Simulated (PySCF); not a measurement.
germane (H₄Ge), SMILES [GeH4]. Heavy atoms are numbered as in [GeH4:1]. Hydrogens are named by the atom that carries them.

Geometry optimised at B3LYP-D3(BJ)/def2-TZVP.

Level of theory: PySCF with HF/pcSseg-2.

GIAO shieldings, no solvent; atoms alike by connectivity are averaged. δ = σ(ref) − σ: ¹H against TMS (σ = 31.98 ppm), references at their B3LYP-D3(BJ)/def2-TZVP geometries, non-relativistic.

Computed chemical shifts:
```csv
nucleus,atoms,count,δ (ppm)
¹H,H on Ge1,4,3.76
```
